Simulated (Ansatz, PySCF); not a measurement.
System: InI, charge 0, multiplicity 1. SMILES: [I][In]
Geometry from a B3LYP-D3(BJ)/def2-TZVP (Ansatz, an electronic-structure program) optimisation:
```
In
I 1 2.8039
```

Quantity: atomisation energy, in kcal/mol. Conventions: spin-orbit terms left out; STO-3G and 3-21G all-electron and non-relativistic; LANL2DZ with its own core potentials from Na on; frozen cores in correlated levels (noble-gas shells and the d and f shells of earlier blocks); atomisation electronic, to ground-state atoms; def2 sets with scalar-relativistic core potentials past Kr; UHF or UKS for open shells. Ab initio and DFT rows: single points at B3LYP-D3(BJ) geometries (Ansatz).

| level | program | atomisation energy (kcal/mol) |
|---|---|---|
| HF/3-21G | Ansatz | 57.5 |
| HF/LANL2DZ | Ansatz | 55.9 |
| SVWN5/LANL2DZ | Ansatz | 90.9 |
| PBE/LANL2DZ | Ansatz | 82.4 |
| B3LYP/3-21G | Ansatz | 79.5 |
| M06-2X/LANL2DZ | PySCF | 79.7 |
| PBE/def2-TZVPD | Ansatz | 86.6 |
| PBE0/def2-TZVPD | Ansatz | 84.5 |
| B2PLYP-D3(BJ)/def2-TZVPD | Ansatz + dftd3 | 84.3 |

No value to compare with is used here. The 6 habitual levels span 55.9 (HF/LANL2DZ) to 90.9 kcal/mol (SVWN5/LANL2DZ); B2PLYP-D3(BJ)/def2-TZVPD gives 84.3.

The levels are drawn from those run, B3LYP/6-31G* more often than the rest, none by its result; runs whose electronic state is in doubt are left out.
